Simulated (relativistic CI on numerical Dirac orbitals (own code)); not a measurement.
## Cr3+: K-beta X-ray emission

Computed with this model: Dirac-Coulomb-Breit CI, KLI orbitals optimised for each configuration, model QED (radiative potential, 1s self-energy scaled to tabulated hydrogen-like ionisation energies), valence Slater integrals scaled by 0.8, multiplet model of X-ray emission after core ionisation; configurations [Ar] 3d3 → 1s 2s2 2p6 3s2 3p6 3d3 → [Ne] 3s2 3p5 3d3; 300 K; Lorentzian 1.6 eV and Gaussian 1 eV FWHM. Energies are those of the free ion, without screening or charge transfer. S is read from ⟨S²⟩ = S(S + 1).

Field parameters in Wybourne normalisation: Oh B⁴₀ = 21Dq, B⁴₄ = √(5/14) B⁴₀. The field is a parameter set, without covalency.

free ion: ground-state S = 1.50, centroid 5947.55 eV. Peaks (eV, height): 5931.4 (12), 5934.4 (18), 5940.4 (9), 5946.4 (38), 5951.0 (100).

Oh, 10Dq = 4100 cm⁻¹: ground-state S = 1.50, centroid 5947.04 eV. Peaks (eV, height): 5930.8 (11), 5933.8 (22), 5939.4 (10), 5946.0 (38), 5951.0 (100).

Oh, 10Dq = 11400 cm⁻¹: ground-state S = 1.50, centroid 5947.03 eV. Peaks (eV, height): 5933.0 (20), 5938.0 (9), 5945.2 (31), 5951.0 (100).

Oh, 10Dq = 18650 cm⁻¹: ground-state S = 1.50, centroid 5947.03 eV. Peaks (eV, height): 5932.0 (17), 5936.6 (9), 5944.6 (27), 5951.0 (100).

Oh, 10Dq = 25900 cm⁻¹: ground-state S = 1.50, centroid 5947.03 eV. Peaks (eV, height): 5931.2 (13), 5935.0 (9), 5944.4 (24), 5950.8 (100).

Strongest unbroadened transitions for Oh, 10Dq = 25900 cm⁻¹:

```
Energy (eV)  Relative strength
    5931.05                5.5
    5931.09                8.5
    5931.28                7.6
    5934.77                4.1
    5943.25                4.4
    5943.26                3.8
    5943.35                3.3
    5944.49                7.5
    5944.53                2.9
    5944.61                6.3
    5944.74                3.5
    5948.73                9.1
    5948.74                5.6
    5948.95               10.7
    5949.08                3.8
    5950.37               40.0
    5950.69               68.4
    5951.11              100.0
```
